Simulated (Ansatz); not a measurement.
A nudged elastic band was laid between two geometries of AlFH₂S₂ (6 atoms, charge 0, multiplicity 1).

These are results of RKS PBE0-D4/def2-SVP (Ansatz), not measurements.

```yaml
movable_images: 9
climbing_image: yes
spring: 5.0 eV/Å²
optimiser: quadratic models (default)
start_path: through a guess of the saddle point
force_threshold: 0.03 eV/Å
iteration_limit: 60
end_points: relaxed
```

First end point:

```xyz
6
Properties=species:S:1:pos:R:3
F -0.781 -1.393 -0.638
Al -0.015 -0.049 -0.026
S 2.130 -0.095 0.281
S -1.180 1.715 0.449
H 2.223 -1.365 -0.176
H -2.335 1.123 0.065
```

Last end point:

```xyz
6
Properties=species:S:1:pos:R:3
F -1.239 -1.532 -0.755
Al -0.125 -0.441 -0.183
S 1.956 -1.038 -0.085
S -0.798 1.530 0.434
H 2.338 0.167 0.397
H -2.089 1.249 0.146
```

(1) What changes between the two ends?

(2) What energy profile does the band end with?

(3) What is the geometry of the highest image?

(4) What are the harmonic wavenumbers there?

The band took 13 iterations and roughly 6 core-minutes.

Results:

(1) No bond is made or broken.

(2) It converged. The highest image is number 5 of 0 to 10, 0.152 eV above the first end and 0.147 eV above the last; the last end lies 0.006 eV above the first. A vibrational analysis at the climbing image gives one clearly imaginary mode, 207i cm⁻¹: a first-order saddle point.

```tsv
image	path coordinate (Å)	energy (eV)
0	0.00	0.000
1	0.31	0.015
2	0.62	0.053
3	0.93	0.100
4	1.24	0.138
5	1.56	0.152
6	1.84	0.139
7	2.12	0.103
8	2.41	0.055
9	2.69	0.018
10	2.97	0.006
```

(3) 
```xyz
6
Properties=species:S:1:pos:R:3:forces:R:3
F -1.118 -1.535 -0.307 0.00 0.00 0.00
Al -0.097 -0.308 0.160 0.00 0.01 0.01
S 1.981 -0.701 0.697 0.01 0.00 -0.02
S -0.941 1.687 0.209 0.00 0.00 0.00
H 2.369 -0.473 -0.581 0.00 0.00 0.02
H -2.152 1.265 -0.223 0.00 0.00 0.00
```

(4) 207i, 129, 198, 205, 300, 399, 581, 628, 645, 883, 2693, 2708 cm⁻¹.

Time of the run: 5.5 min on 1 thread of Arm Neoverse V1, on a shared host, peak memory 0.15 GiB.
